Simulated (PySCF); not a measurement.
**C6H7NO: full NMR table**

```
Formula                               : C6H7NO
SMILES                                : Nc1ccc(O)cc1
Point group of the computed structure : C1
Degrees of unsaturation               : 4
Carbon signals                        : 4
Proton signals                        : 4
```

Bonds (- single, = double, # triple, : aromatic): N1-C2 1.395 Å, C2:C3 1.395 Å, C3:C4 1.383 Å, C4:C5 1.388 Å, C5-O6 1.363 Å, C5:C7 1.387 Å, C7:C8 1.386 Å, C8:C2 1.392 Å. N1 carries H9, H10; C3 carries H11; C4 carries H12; O6 carries H13; C7 carries H14; C8 carries H15.

[PySCF: B97-2/pcSseg-2 with gauge-including orbitals; PBE0-D3(BJ)/def2-TZVP geometry; fast rotation and ring inversion assumed for equivalent nuclei; one conformer; no solvent model; non-relativistic]

δ = σ(ref) − σ, references computed at the same level: ¹H (31.64 ppm), ¹³C (185.38 ppm) against TMS; ¹⁵N (261.75 ppm) against NH3; H2O for ¹⁷O (327.66 ppm).

| carbon | δC, type | δH (multiplicity) | HMBC from (2–3 bonds) | span of the C tensor (ppm) |
| --- | --- | --- | --- | --- |
| C2 | 147.3, C | – | H12/H14, H11/H15 | 201 |
| C3/C8 | 120.2, CH | 6.64 (m) | H12/H14, H11/H15 | 183 |
| C4/C7 | 120.3, CH | 6.71 (m) | H12/H14, H11/H15 | 181 |
| C5 | 156.7, C | – | H12/H14, H11/H15 | 173 |

Other nuclei:
```tsv
atoms	nucleus	environment	δ (ppm)	σ (ppm)
H13	¹H	hydrogen on a phenol-type oxygen	3.60	28.04
H9/H10	¹H	hydrogen on an aniline-type nitrogen	3.07	28.57
N1	¹⁵N	aniline-type nitrogen	68.0	193.7
O6	¹⁷O	phenol-type oxygen	105.5	222.2
```

1. Carbon types of the structure: 2 × C, 4 × CH, leaving 3 H on heteroatoms.
2. δC 156.7: aromatic carbon bearing oxygen; the electronegative substituent deshields the carbon that carries it.
3. δC 147.3: aromatic carbon bearing nitrogen; an ipso carbon deshielded by its heteroatom.
4. δC 120.3, 120.2: aromatic CH; π donation from the O or N substituent raises the electron density at positions ortho and para to it.
5. δH 6.71, 6.64: hydrogen on an aromatic CH; π donation from the O or N substituent shields it against benzene.
6. δH 3.07: hydrogen on an aniline-type nitrogen; exchangeable; this is the value without hydrogen bonding to other molecules.

Exchangeable OH/NH protons stand at their gas-phase positions; hydrogen bonding in a real sample shifts them, mostly to higher δ. Shifts are as computed. Against solution values, carbons near 30 ppm lie about +3 ppm off and those near 130 ppm about +7 ppm. Of 1309 compounds with measured shifts, 239 miss one by over three times the rms of a fit or turn the order of signals round; such compounds aren't used in these exercises. Experimental scales use liquid or dissolved standards, which lie at an offset from isolated NH3 (liquid NH3: subtract about 20 ppm) and H2O (liquid H2O: subtract about 36 ppm). No couplings were computed; multiplicities are counted from neighbouring protons, with m where these are inequivalent, close in shift, in a saturated or five-membered ring or joined by F or P, and br s for small geminal =CH2 splittings.
